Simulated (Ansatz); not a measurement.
Consider the ligand exchange at the Si–O bond: `O[SiH2]O` + `CC(O)=S` → `CC(=S)O[SiH2]O` + H₂O.

Program: Ansatz. Geometries: PBE0-D4/def2-TZVP. ΔE: electronic, gas phase. CCSD(T)/CBS is the MP2 limit (def2-TZVPP, def2-QZVPP) plus CCSD(T) − MP2 in def2-TZVPP, frozen cores. This one scheme is used for every species. DFT in def2-TZVPP. Each species was taken in one conformer, which may not be the lowest.

`O[SiH2]O`:

Z-matrix (Å, degrees):
```
Si
O 1 1.642
O 1 1.642 2 113.5
H 1 1.481 2 111.5 3 116.9
H 1 1.481 2 103.8 3 -121.2
H 2 0.958 1 117.7 3 -66.0
H 3 0.958 1 117.7 2 -66.0
```

`CC(O)=S`:

Cartesian coordinates in Å:
```
C -0.164 -0.377 0.886
C -0.121 0.130 -0.513
O 1.050 0.704 -0.780
S -1.318 0.021 -1.609
H 0.014 0.452 1.578
H 0.645 -1.098 1.036
H -1.121 -0.842 1.101
H 1.014 1.010 -1.699
```

`CC(=S)O[SiH2]O`:

```xyz
12

C     1.066   -0.671    0.982
C     0.937    0.792    0.703
S     1.692    1.951    1.546
O     0.138    1.110   -0.323
Si   -0.851    0.191   -1.296
O    -2.049   -0.527   -0.445
H     0.079   -1.108    1.166
H     1.487   -1.180    0.108
H     1.709   -0.842    1.839
H    -0.087   -0.910   -1.915
H    -1.364    1.174   -2.270
H    -2.755    0.020   -0.095
```

H₂O:

Z-matrix (Å, degrees):
```
O
H 1 0.960
H 1 0.960 2 105.1
```

| level | ΔE (kcal/mol) |
| --- | --- |
| ωB97M-V | 9.3 |
| B2PLYP | 10.0 |
| SCS-MP2/def2-TZVPP | 8.7 |
| MP2/def2-QZVPP | 7.9 |

**Question.** What does CCSD(T)/CBS give? (Best estimate.)

**Answer.** The calculation gave: +7.8 kcal/mol. The listed levels differ from it by 1.5, 2.2, 0.9, 0.1 kcal/mol.

Largest T1 diagnostic among the species: 0.017.

In def2-TZVPP, CCSD(T) changes the Hartree–Fock value by −2.5 kcal/mol (the triples alone add −0.3 kcal/mol) and MP2 by −2.6 kcal/mol. The D4 term adds −2.6 kcal/mol with B3LYP and −1.5 kcal/mol with PBE0; it sums over pairs of atoms, weighted by their polarisabilities, and B3LYP, whose exchange is more repulsive, gets the larger term.

B3LYP here is the variant with VWN-RPA as its local correlation; programs differ in this.
